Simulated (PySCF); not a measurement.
## KPb and its ions

r²SCAN; PySCF, scalar-relativistic core potentials, basis sets K def2-SVP, Pb def2-SVP with ECP60. Neutral (UKS): quartet (σ ↑, π ↑↑), Re = 3.330 Å, ωe = 124 cm⁻¹, De = 1.36 eV, HOMO -3.00 eV, LUMO -1.68 eV.

KPb⁺ (UKS): triplet (σ ↑, π ↑), Re = 3.992 Å, ωe = 61.4 cm⁻¹. The energies at the minima are -792.76798 hartree for KPb and -792.57502 for KPb⁺.

(1) Work out the adiabatic ionisation energy, without and with harmonic zero-point energies (1 hartree = 27.2114 eV, 1 eV = 8065.5 cm⁻¹), and the change of the bond length.

Spin–orbit coupling is left out, which matters for elements this heavy, above all for dissociation energies. States were picked by a PBE0 search and need not be the measured ground states.

## Answers

(1) At r²SCAN: 0.19296 hartree = 5.251 eV between the minima; the zero-point term (61.4 − 124.0)/2 cm⁻¹ = -0.004 eV makes it 5.247 eV. Re changes by +66.2 pm against the neutral. The electron leaves a π orbital, and the ion is left as a loose complex of an ion and an atom.
